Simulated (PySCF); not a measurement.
[(1R,2S)-2-fluorocyclopropyl]methanol (C4H7FO), SMILES OC[C@H]1C[C@@H]1F.

The structure is a stationary point at PBE-D3(BJ)/def2-SVP. One conformer was computed; it need not be the lowest.

The numbers are results of PySCF with HF/def2-TZVP, not measurements.

Gas-phase values at a fixed geometry.

| Item | Value |
|---|---|
| total energy | -329.92515 hartree |
| highest occupied level | -11.50 eV |
| lowest empty level | 3.54 eV |
| orbital gap | 15.04 eV |
| dipole moment | 0.169 e·Å |
| quadrupole, principal values (traceless, Buckingham form, about the centre of nuclear charge) | -15.74, 4.45, 11.28 D·Å |
| mean static polarisability | 48.5 bohr³ (7.19 Å³) |
| polarisability, principal values | 45.1, 47.8, 52.7 bohr³ |
